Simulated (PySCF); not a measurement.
Computed IR spectrum (relative IR intensity) of a molecule C3H7NOSi. The structure is a stationary point at B3LYP-D3(BJ)/def2-SVP. Other conformers were not sampled. Method: B3LYP-D3(BJ)/def2-SVP (PySCF). Frequencies are harmonic and unscaled.

Lines under 2 % of the strongest are left out, and lines within 2 cm⁻¹ are merged.

ν (cm⁻¹): 57 (vw), 298 (m), 346 (m), 495 (w), 552 (vw), 621 (w), 729 (w), 836 (m), 875 (w), 904 (vs), 908 (w), 959 (m), 1000 (m), 1065 (vw), 1176 (w), 1469 (vw), 1478 (vw), 2228 (m), 2266 (m), 2352 (w), 3040 (w), 3128 (vw), 3132 (vw), 3844 (m) (against the strongest line: vs over 80 %, s over 45 %, m over 15 %, w over 4 %, vw less)

**Question.** Which molecule gave these data?
A) C[C@@H](C#N)[SiH2]O
B) N#CCC[SiH2]O
C) C/N=C1/OC[SiH2]1
D) COC1=N[SiH2]C1

**Answer.** A, C[C@@H](C#N)[SiH2]O
